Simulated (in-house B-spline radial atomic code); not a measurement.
## Re VIII (Re7+): [Ne] 3s2 (3p1/2)1 (3p3/2)4 3d10 4s2 4p6 4d10 4f14 5s2 5p6 5d1 (with a hole in an inner shell)

Computed with an all-electron radial atomic-structure program (B-spline basis): Dirac-Hartree-Fock, average of the jj configuration, Fermi nucleus of rms radius 5.3698 fm.

Effective charges: Z_r = [3n² - l(l+1)]/(2<r>) from the radius, Z_e = n√(-2ε) from the energy, and Slater's rules. Values are occupation-weighted means over j. An effective charge above Z reflects the relativistic contraction of the inner shells.

```json
{"shell": "1s", "electrons": "2", "ε (eV)": "-72342", "<r> (bohr)": "0.01803", "Z_r": "83.18", "Z_e": "72.92", "Slater": "74.70"}
{"shell": "2s", "electrons": "2", "ε (eV)": "-12822", "<r> (bohr)": "0.07548", "Z_r": "79.49", "Z_e": "61.40", "Slater": "70.85"}
{"shell": "2p", "electrons": "6", "ε (eV)": "-11289", "<r> (bohr)": "0.06786", "Z_r": "73.69", "Z_e": "57.61", "Slater": "70.85"}
{"shell": "3s", "electrons": "2", "ε (eV)": "-3128", "<r> (bohr)": "0.1959", "Z_r": "68.92", "Z_e": "45.49", "Slater": "64.10"}
{"shell": "3p", "electrons": "5", "ε (eV)": "-2627.9", "<r> (bohr)": "0.1979", "Z_r": "63.16", "Z_e": "41.69", "Slater": "64.10"}
{"shell": "3d", "electrons": "10", "ε (eV)": "-2104.3", "<r> (bohr)": "0.1782", "Z_r": "58.92", "Z_e": "37.31", "Slater": "54.85"}
{"shell": "4s", "electrons": "2", "ε (eV)": "-774.28", "<r> (bohr)": "0.4371", "Z_r": "54.90", "Z_e": "30.18", "Slater": "48.10"}
{"shell": "4p", "electrons": "6", "ε (eV)": "-615.77", "<r> (bohr)": "0.4621", "Z_r": "49.78", "Z_e": "26.91", "Slater": "48.10"}
{"shell": "4d", "electrons": "10", "ε (eV)": "-405.71", "<r> (bohr)": "0.4921", "Z_r": "42.68", "Z_e": "21.84", "Slater": "36.85"}
{"shell": "5s", "electrons": "2", "ε (eV)": "-200.73", "<r> (bohr)": "1.005", "Z_r": "37.31", "Z_e": "19.20", "Slater": "18.35"}
{"shell": "4f", "electrons": "14", "ε (eV)": "-172.78", "<r> (bohr)": "0.5421", "Z_r": "33.20", "Z_e": "14.25", "Slater": "25.45"}
{"shell": "5p", "electrons": "6", "ε (eV)": "-153.77", "<r> (bohr)": "1.124", "Z_r": "32.48", "Z_e": "16.81", "Slater": "18.35"}
{"shell": "5d", "electrons": "1", "ε (eV)": "-100.25", "<r> (bohr)": "1.393", "Z_r": "24.76", "Z_e": "13.57", "Slater": "8.00"}
```

The least bound orbital is 5d5/2 at -99.63 eV, and it is also the most diffuse (<r> = 1.404 bohr). The part-filled 3p shell lies below the filled 5p shell in orbital energy.

For the 1s electron the small component carries 8.02 % of the norm, the zero-frequency Breit interaction raises the level by 251.7 eV, self-energy by 159.7 eV, and vacuum polarisation lowers it by 30.67 eV.
